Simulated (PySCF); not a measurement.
SMILES [C](C)(C)Cl (C₃H₆Cl), doublet (CAM-B3LYP/def2-SVP optimised geometry):

```
10

C      1.456     0.264     0.000
C     -0.031     0.264     0.000
C     -0.848    -0.860     0.529
Cl    -0.793     1.825     0.000
H      1.869     0.551     0.988
H      1.839    -0.739    -0.239
H      1.856     0.978    -0.736
H     -1.869    -0.840     0.119
H     -0.940    -0.820     1.632
H     -0.385    -1.825     0.271
```

Method: PySCF with unrestricted CAM-B3LYP/def2-TZVP.

What are the frontier orbital energies (α orbitals alone; a β orbital can be the lowest empty one) and the dipole moment?

HOMO-2 -11.03 eV, HOMO-1 -10.03 eV, HOMO -6.85 eV, LUMO 1.96 eV, LUMO+1 2.49 eV; dipole moment 1.71 D.

On the same geometry unrestricted PBE/def2-TZVP (PySCF) gives HOMO-2 -8.09 eV, HOMO-1 -7.21 eV, HOMO -4.16 eV, LUMO 0.16 eV, LUMO+1 0.42 eV; dipole moment 1.60 D.

Meta-Löwdin charges at CAM-B3LYP/def2-TZVP: C1 -0.33, C2 0.01, C3 -0.33, Cl4 -0.07, H5 0.12, H6 0.12, H7 0.13, H8 0.13, H9 0.12, H10 0.12.
